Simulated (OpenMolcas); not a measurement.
Lines of Tl II: computed and rescaled rates

```yaml
Program: OpenMolcas 26.06
Method: "MS-CASPT2, IPEA 0.25 Eh, imaginary shift 0.1 Eh (closed shells correlated: 5d)"
Basis: ANO-RCC-VTZP [8s7p5d3f2g]
Scalar_Hamiltonian: DKH2, point nucleus
Active_space: 2 electrons in 4 orbitals (6s 6p)
State_averaging: 2S+1 = 3 even, 3 roots; 2S+1 = 1 even, 7 roots; 2S+1 = 3 odd, 3 roots; 2S+1 = 1 odd, 3 roots
Spin-orbit_coupling: state interaction with AMFI integrals over the reference wave functions, term energies averaged over their components
```

Rates come from the transition moments of the reference wave functions (E1 and E2 in the length form). At fixed line strength A goes as λ^-3 for E1 and M1 and as λ^-5 for E2, so a rate at the computed wavelength can be rescaled to the measured one. Measured vacuum wavelengths follow from level energies in NIST Handbook of Basic Atomic Spectroscopic Data. Branching counts decays inside the model space alone, at computed energies, and the table is only a selection of the E2 and M1 lines, drawn from those between levels with measured partners whose computed energy lies within a factor of 1.5 of the measured one.

```
     Upper       Lower  Type  λ computed (nm)  λ measured (nm)  A computed (s-1)  A rescaled (s-1)  Branching %
6s 6p ³P°₂  6s 6p ³P°₁    M1             1425             1071          4.55e+00          1.07e+01         96.8
6s 6p ³P°₂  6s 6p ³P°₁    E2             1425             1071          4.68e-02          1.95e-01          1.0
6s 6p ³P°₂  6s 6p ³P°₀    E2             1038            814.6          1.04e-01          3.49e-01          2.2
```

The largest correction is for 6s 6p ³P°₂ → 6s 6p ³P°₁ (E2): 4.68e-02 × (1425 / 1071)^5 = 1.95e-01 s-1, a factor of 4.17.

No measured rate stands beside these. Rescaling mends the energy factor alone: line strengths can still be far off where a level mixes with configurations outside the active space, and weak or spin-changing lines hang on small mixing coefficients that depend on the term gaps too, so rescaling need not improve them.

Over all roots computed the reference weight is 0.87 to 0.93; the roots of lowest weight are the least certain, and an intruder state may touch them. Spin-orbit splittings of 6p shells tend to come out small when the coupling is added on scalar orbitals. Computed and measured levels are paired by configuration, term and J; levels that our copy of the source lacks, or whose pairing is in doubt (as where it misses far off the trend of its configuration), stay unpaired. Levels of configurations outside the active space are missing.

° marks odd parity.
